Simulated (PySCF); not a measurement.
# Spinor energies of Xe⁴⁵⁺ (xenon, charge +45)

Start: [He] 2s2 2p5; 2p1/2 filled at m_j = +1/2; 2p3/2 filled at m_j = -3/2, -1/2, +1/2, +3/2. Calculated with PySCF 2.14 in an uncontracted even-tempered set (17 s from 24 bohr⁻², ratio 2.4; 13 p from 31 bohr⁻², ratio 2.4; 5 d from 110 bohr⁻², ratio 2.6; 4 f from 170 bohr⁻², ratio 2.6): generalised Hartree-Fock with the X2C-1e Hamiltonian and a Gaussian nucleus; one run each with spin-orbit coupling (SO) screened by Boettger's factors, then bare. This is a chosen level, not necessarily the ground level.

```csv
spinor shell,electrons,"ε, screened SO (eV)","ε, bare SO (eV)",weight of nominal j (bare SO),"rms radius, bare SO (bohr)"
1s1/2,2,-38073.5,-38073.8,1.000,0.0304
2s1/2,2,-8524.0,-8524.1,1.000,0.121
2p1/2,1,-8267.5,-8277.7,1.000,0.103
2p3/2,4,-7907.8,-7904.0,1.000,0.108
```

| quantity | screened SO | bare SO |
| --- | --- | --- |
| E (hartree) | -5270.58568 | -5270.38499 |
| M_J | 1/2 | 1/2 |
| ⟨J²⟩ | 0.750 | 0.750 |
| ⟨L²⟩ | 2.004 | 2.005 |
| ⟨S²⟩ | 0.754 | 0.755 |

Each row is a mean over spinors that exchange with the open shell spreads, by up to 14.964 eV (2p3/2).

Breit and QED terms are absent; they matter most for the inner s and p1/2 levels.

Densities and radii are taken from the X2C orbitals without a picture-change correction, which distorts them close to the nucleus.
